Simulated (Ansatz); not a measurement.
Species: RbI, charge 0, singlet. RbI (SMILES [Rb][I]).
B3LYP-D3(BJ)/def2-TZVP minimum from Ansatz (a program for electronic structure):
```
Rb
I 1 3.2609
```

Total energies in def2-QZVPP, 8 correlated electrons, 13 frozen orbitals. UHF or UKS for unpaired electrons; spin-orbit terms are left out. Correlated methods leave the cores frozen (noble-gas shells, and filled d and f shells in the p block). Past Kr the def2 sets carry scalar-relativistic core potentials. Spin-orbit terms, left out, reach several kcal/mol for Br and I, and more for heavier atoms.

```tsv
method	program	energy (Eh)	minus CCSDT(Q) (mEh)
HF	Ansatz	-320.55891	189.02
MP2	Ansatz	-320.72454	23.39
CCSD	Ansatz	-320.73918	8.75
CCSD(T)	Ansatz	-320.74712	0.81
CCSDT(Q)	Ansatz	-320.74793	0.00
```

Rough core times of Ansatz's runs on a shared machine: CCSD(T) under 20 s, CCSDT(Q) 2 min.
